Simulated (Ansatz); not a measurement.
## Nudged elastic band run: H$_{9}$NSi$_{3}$

input.yaml

```yaml
crystal:
  periodic: [false, false, false]
  atoms:
    - { symbol: "N", position_ang: [-1.143322, 2.479173, -0.688633] }
    - { symbol: Si, position_ang: [-0.819408, 0.695149, -0.84507] }
    - { symbol: Si, position_ang: [0.679949, 0.051369, 0.731871] }
    - { symbol: Si, position_ang: [1.209032, -2.147186, 0.589129] }
    - { symbol: H, position_ang: [-1.660635, 2.618072, 0.239303] }
    - { symbol: H, position_ang: [-1.919358, 2.707454, -1.39193] }
    - { symbol: H, position_ang: [-0.302228, 0.498274, -2.192527] }
    - { symbol: H, position_ang: [-2.028766, -0.132598, -0.750319] }
    - { symbol: H, position_ang: [0.130264, 0.326357, 2.053201] }
    - { symbol: H, position_ang: [1.891395, 0.851329, 0.616962] }
    - { symbol: H, position_ang: [1.788971, -2.462033, -0.707696] }
    - { symbol: H, position_ang: [0.026219, -2.979439, 0.750092] }
    - { symbol: H, position_ang: [2.168287, -2.54072, 1.610316] }
basis:
  gaussian: { orbitals: STO-3G }
hamiltonian:
  xc: blyp
  dispersion: d4
neb:
  order_check: false
  images: 5
  f_tol: 0.03
  max_iterations: 60
  final_atoms:
    - { symbol: "N", position_ang: [-1.58147619, 2.33535781, -0.87372093] }
    - { symbol: Si, position_ang: [-0.98865855, 0.62017359, -0.86499004] }
    - { symbol: Si, position_ang: [0.58874806, 0.0512076, 0.68631273] }
    - { symbol: Si, position_ang: [1.24856997, -2.1144547, 0.57868416] }
    - { symbol: H, position_ang: [-1.91687863, 2.55987233, 0.11826817] }
    - { symbol: H, position_ang: [-0.71991624, 2.96728402, -0.94929838] }
    - { symbol: H, position_ang: [-0.4659663, 0.37419113, -2.20323573] }
    - { symbol: H, position_ang: [-2.173275, -0.2088223, -0.68001619] }
    - { symbol: H, position_ang: [0.07632802, 0.32786113, 2.02306943] }
    - { symbol: H, position_ang: [1.75450328, 0.9127898, 0.52948878] }
    - { symbol: H, position_ang: [1.81634409, -2.42479131, -0.72482753] }
    - { symbol: H, position_ang: [0.12560732, -3.01530732, 0.79120003] }
    - { symbol: H, position_ang: [2.25647017, -2.42016077, 1.58376451] }
  initial_path:
    images:
      - { positions_ang: [[-1.143322, 2.479173, -0.688633], [-0.819408, 0.695149, -0.84507], [0.679949, 0.051369, 0.731871], [1.209032, -2.147186, 0.589129], [-1.660635, 2.618072, 0.239303], [-1.919358, 2.707454, -1.39193], [-0.302228, 0.498274, -2.192527], [-2.028766, -0.132598, -0.750319], [0.130264, 0.326357, 2.053201], [1.891395, 0.851329, 0.616962], [1.788971, -2.462033, -0.707696], [0.026219, -2.979439, 0.750092], [2.168287, -2.54072, 1.610316]] }
      - { positions_ang: [[-1.22203679, 2.38471314, -0.69369206], [-0.84248674, 0.67107724, -0.81602972], [0.67032774, 0.0768529, 0.76675867], [1.22070251, -2.12263249, 0.55687027], [-1.6097321, 2.61145193, 0.23712036], [-1.78788105, 2.69548718, -1.47857965], [-0.31316335, 0.46802053, -2.1679017], [-2.04203171, -0.1450101, -0.69486271], [0.12822148, 0.33703286, 2.12191984], [1.89733227, 0.89230259, 0.6569503], [1.76307649, -2.40605688, -0.75455776], [0.00499972, -2.95554014, 0.71769284], [2.15307153, -2.54249777, 1.5630103]] }
      - { positions_ang: [[-1.30075158, 2.29025328, -0.69875112], [-0.86556547, 0.64700549, -0.78698943], [0.66070649, 0.10233679, 0.80164634], [1.23237303, -2.09807897, 0.52461154], [-1.5588292, 2.60483187, 0.23493773], [-1.65640411, 2.68352037, -1.5652293], [-0.3240987, 0.43776705, -2.14327639], [-2.05529742, -0.1574222, -0.63940642], [0.12617895, 0.34770873, 2.19063868], [1.90326954, 0.93327618, 0.6969386], [1.73718198, -2.35008075, -0.80141951], [-0.01621957, -2.93164128, 0.68529368], [2.13785606, -2.54427555, 1.51570461]] }
      - { positions_ang: [[-1.37946637, 2.19579342, -0.70381019], [-0.88864421, 0.62293373, -0.75794915], [0.65108523, 0.12782069, 0.83653402], [1.24404354, -2.07352546, 0.4923528], [-1.50792631, 2.5982118, 0.23275509], [-1.52492716, 2.67155355, -1.65187895], [-0.33503405, 0.40751358, -2.11865109], [-2.06856313, -0.1698343, -0.58395013], [0.12413643, 0.35838459, 2.25935752], [1.90920681, 0.97424977, 0.73692691], [1.71128747, -2.29410463, -0.84828127], [-0.03743885, -2.90774241, 0.65289453], [2.12264059, -2.54605332, 1.46839891]] }
      - { positions_ang: [[-1.44680297, 2.24231488, -0.7604471], [-0.92198232, 0.62201369, -0.79362945], [0.63030617, 0.10228299, 0.78646025], [1.24555235, -2.08716854, 0.52112992], [-1.64424375, 2.58543198, 0.19459278], [-1.25659018, 2.77013037, -1.41768543], [-0.37867813, 0.3964061, -2.14684597], [-2.10346709, -0.1828303, -0.61597215], [0.10820029, 0.3482101, 2.18059483], [1.85763897, 0.95376311, 0.66778086], [1.74630634, -2.33766686, -0.80713002], [0.01690987, -2.94359738, 0.69899636], [2.16725045, -2.50408914, 1.50685411]] }
      - { positions_ang: [[-1.51413958, 2.28883634, -0.81708402], [-0.95532044, 0.62109364, -0.82930974], [0.60952712, 0.0767453, 0.73638649], [1.24706116, -2.10081162, 0.54990704], [-1.78056119, 2.57265215, 0.15643048], [-0.98825321, 2.86870719, -1.1834919], [-0.42232222, 0.38529861, -2.17504085], [-2.13837105, -0.1958263, -0.64799417], [0.09226415, 0.33803562, 2.10183213], [1.80607112, 0.93327645, 0.59863482], [1.78132522, -2.38122908, -0.76597878], [0.0712586, -2.97945235, 0.7450982], [2.21186031, -2.46212496, 1.54530931]] }
      - { positions_ang: [[-1.58147619, 2.33535781, -0.87372093], [-0.98865855, 0.62017359, -0.86499004], [0.58874806, 0.0512076, 0.68631273], [1.24856997, -2.1144547, 0.57868416], [-1.91687863, 2.55987233, 0.11826817], [-0.71991624, 2.96728402, -0.94929838], [-0.4659663, 0.37419113, -2.20323573], [-2.173275, -0.2088223, -0.68001619], [0.07632802, 0.32786113, 2.02306943], [1.75450328, 0.9127898, 0.52948878], [1.81634409, -2.42479131, -0.72482753], [0.12560732, -3.01530732, 0.79120003], [2.25647017, -2.42016077, 1.58376451]] }
```

Command:

```bash
$ ansatz run input.yaml --threads 1 --pin off --max-ram 2048MiB --backend cpu --events-out ev --progress --plain --runs-dir out
```

Output, in part (warnings, iteration lines, the closing report on the highest movable image, with atoms numbered from 0):

```
NEB end point (image 0): max|allowed force component| = 1.361e-2 eV/Å (the criterion of neb.relax_end_points is 1.000e-2)
NEB end point (image 6): max|allowed force component| = 6.932e-3 eV/Å (the criterion of neb.relax_end_points is 1.000e-2)
NEB iter   1: max|band force component| = 1.078e1 eV/Å  barrier→ = 1.4955 eV  barrier← = 1.5386 eV  Δτ_max = 0.1981 Å  (150 SCF iters)
NEB iter   2: max|band force component| = 1.575e0 eV/Å  barrier→ = 0.2962 eV  barrier← = 0.3393 eV  Δτ_max = 0.1994 Å  (115 SCF iters)
NEB iter   3: max|band force component| = 7.199e-1 eV/Å  barrier→ = 0.1899 eV  barrier← = 0.2330 eV  Δτ_max = 0.1392 Å  (112 SCF iters)
NEB iter   4: max|band force component| = 4.737e-1 eV/Å  barrier→ = 0.1393 eV  barrier← = 0.1824 eV  CI = image 3  Δτ_max = 0.1247 Å  (115 SCF iters)
NEB iter   5: max|band force component| = 2.791e-1 eV/Å  barrier→ = 0.1541 eV  barrier← = 0.1972 eV  CI = image 3  Δτ_max = 0.0722 Å  (114 SCF iters)
NEB iter   6: max|band force component| = 1.891e-1 eV/Å  barrier→ = 0.1507 eV  barrier← = 0.1938 eV  CI = image 3  Δτ_max = 0.0905 Å  (118 SCF iters)
NEB iter   7: max|band force component| = 1.328e-1 eV/Å  barrier→ = 0.1471 eV  barrier← = 0.1902 eV  CI = image 3  Δτ_max = 0.0486 Å  (118 SCF iters)
NEB iter   8: max|band force component| = 5.667e-2 eV/Å  barrier→ = 0.1457 eV  barrier← = 0.1888 eV  CI = image 3  Δτ_max = 0.0394 Å  (119 SCF iters)
NEB iter   9: max|band force component| = 4.907e-2 eV/Å  barrier→ = 0.1455 eV  barrier← = 0.1886 eV  CI = image 3  Δτ_max = 0.0230 Å  (115 SCF iters)
NEB iter  10: max|band force component| = 4.937e-2 eV/Å  barrier→ = 0.1454 eV  barrier← = 0.1885 eV  CI = image 3  Δτ_max = 0.0098 Å  (110 SCF iters)
NEB iter  11: max|band force component| = 1.483e-2 eV/Å  barrier→ = 0.1452 eV  barrier← = 0.1883 eV  CI = image 3  Δτ_max = 0.0000 Å  (204 SCF iters)
Total energy: -24972.52868988 eV, -917.7235023653 hartree
Atom 0 at    -1.384959     2.330613    -0.679393 Å, force     0.002008    -0.015499    -0.001057 eV/Å
Atom 1 at    -0.939469     0.655582    -0.783105 Å, force     0.002477     0.007398     0.000420 eV/Å
Atom 2 at     0.653713     0.025411     0.731350 Å, force    -0.000519    -0.001711     0.003445 eV/Å
Atom 3 at     1.249742    -2.155269     0.572859 Å, force    -0.000038     0.002433     0.004699 eV/Å
Atom 4 at    -1.913023     2.742825     0.114571 Å, force    -0.002026     0.006522    -0.004648 eV/Å
Atom 5 at    -1.263638     2.998648    -1.464784 Å, force    -0.004097     0.006136     0.003306 eV/Å
Atom 6 at    -0.455642     0.455647    -2.142932 Å, force     0.000873    -0.001053    -0.000960 eV/Å
Atom 7 at    -2.109086    -0.207979    -0.593113 Å, force     0.003146    -0.000961     0.001130 eV/Å
Atom 8 at     0.173003     0.278484     2.084420 Å, force     0.000715    -0.001296    -0.000202 eV/Å
Atom 9 at     1.846616     0.848726     0.576846 Å, force    -0.001232     0.000267    -0.002877 eV/Å
Atom 10 at     1.813720    -2.456919    -0.734487 Å, force    -0.001539     0.000904    -0.000437 eV/Å
Atom 11 at     0.104311    -3.033251     0.760715 Å, force    -0.001186     0.001093    -0.000970 eV/Å
Atom 12 at     2.245111    -2.517316     1.571752 Å, force     0.001420    -0.004233    -0.001849 eV/Å
Dipole moment:    -0.103241     0.179066    -0.040171 e Å
```

It converged. A vibrational analysis at the climbing image gives one clearly imaginary mode, 394i cm⁻¹: a first-order saddle point. Limits of this set-up: minimal basis.

Final band (atoms are numbered from 1 in the order of the input):

| image | path coordinate (Å) | energy (eV) | height of N1 over the plane of its neighbours (Å) |
| --- | --- | --- | --- |
| 0 | 0.00 | 0.000 | -0.50 |
| 1 | 0.37 | 0.008 | -0.50 |
| 2 | 0.75 | 0.053 | -0.41 |
| 3 | 1.12 | 0.145 | -0.05 |
| 4 | 1.46 | 0.054 | 0.31 |
| 5 | 1.80 | -0.030 | 0.47 |
| 6 | 2.14 | -0.043 | 0.49 |

Time of the run: 4.5 min on 1 thread of Intel(R) Xeon(R) Processor @ 2.50GHz (Skylake/Cascade Lake), with other jobs on the host, peak memory 0.11 GiB.
